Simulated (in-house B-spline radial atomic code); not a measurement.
OEP/ALDAx excitations of the tantalum ion Ta⁵⁺

Method: OEP/ALDAx. Computed with an all-electron radial atomic-structure program (B-spline basis): linear response of the closed shell [Xe] 4f14 with the adiabatic LDA exchange kernel on the exchange-only optimised effective potential; scalar-relativistic (spin-free one-electron X2C), finite nucleus, no spin-orbit coupling, no double excitations, S, P, D and F terms only; shells from n = 3 respond. Only terms of natural parity with L up to 3 were computed.

Spin-orbit coupling is strong here, so these LS terms don't match observed levels.

Command:
```bash
python run_td.py task.json out
```
Settings (radii: box in bohr, nucleus in fm):
```
Z                        73
electrons                68
configuration            [Xe] 4f14
hamiltonian              x2c
method                   oep
box_radius               16.35
rms_radius               5.3507
intervals                102
```

Run time, properties included: 4.9 s on 1 thread of Intel(R) Xeon(R) Platinum 8488C (Sapphire Rapids) (shared host).

The lowest states, in the order of their Tamm-Dancoff energies; the method's threshold (minus the highest occupied level) is 97.93 eV. Labels give the largest channel, * marks a mixed state, and oscillator strengths are full-response dipole values. Semilocal kernels can invert the small singlet-triplet splittings of Rydberg terms. Energies in eV:

| state | full response | Tamm-Dancoff | oscillator strength |
| --- | --- | --- | --- |
| 4f → 5d 3P | 29.769 | 29.805 | - |
| 4f → 5d 3F | ? | ? | - |
| 4f → 5d 1F | 30.79 | 30.81 | - |
| 4f → 5d 1P | 32.12 | 32.34 | 0.111 |
| 4f → 6s 3F | 37.89 | 37.90 | - |
| 4f → 6s 1F | 38.07 | 38.07 | - |
| 5p → 5d 3P | 39.05 | 39.12 | - |
| 5p → 5d 3F | ? | ? | - |
| 5p → 5d 1F | 41.97 | 42.03 | - |
| 4f → 6p 3D | 47.62 | 47.62 | - |

Question: Where does 5p → 5d 3F lie?

Answer: At 39.69 eV in full response, 39.74 eV in Tamm-Dancoff.

Question: Where does 4f → 5d 3F lie?

Answer: At 30.18 eV in full response, 30.19 eV in Tamm-Dancoff.

Question: How large is the singlet-triplet splitting of 4f → 5d (F terms) in Tamm-Dancoff?

Answer: 0.619 eV, from the unrounded values.

Question: What polarisabilities and dispersion coefficient does the method give?

Answer: Dipole 2.496 bohr³, quadrupole 3.562 bohr⁵, C6 10.31 hartree·bohr⁶ for two such species.
